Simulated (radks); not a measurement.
Results of a calculation; reference values are marked as such.
Question: The table gives one normalised radial function P(r) = r R(r) of Pd2+ in [Kr] 4d8 (r in bohr). Level of theory: scalar-relativistic Kohn-Sham, SCAN, spin-polarised, spherical densities, finite nucleus; open shells are filled with parallel spins first (spin-orbit coupling, left out, can overturn this in heavy ions); meta-GGA in the generalised Kohn-Sham scheme; Fermi nuclear charge, rms radius 4.5318 fm (a radial shooting solver on a logarithmic mesh with Libxc functionals).

r,P
0.002427,0.0034
0.003621,0.0069
0.005402,0.0140
0.008059,0.0280
0.01202,0.0549
0.01793,0.1033
0.02676,0.1818
0.03991,0.2873
0.05955,0.3793
0.08812,0.3558
0.1315,0.0905
0.1961,-0.3715
0.2926,-0.5950
0.4365,-0.1027
0.6512,0.7911
0.9714,1.1134
1.449,0.6697
2.162,0.1909
3.225,0.0216
4.811,0.0007

Which n and l does it have? It may be an empty orbital.

Answer: n = 4, l = 1: the number of nodes gives n - l - 1 = 2, the rise at small r (about r^(l+1), flatter next to the nucleus through relativity) gives l, and the extent must fit the shell. The curve is that of 4p up; the table hardly tells the two spins apart. 4p up: eigenvalue -78.777 eV, 2 radial nodes at r = 0.143, 0.458 bohr, <r> = 1.04 bohr, 90 % of the charge inside 1.53 bohr.
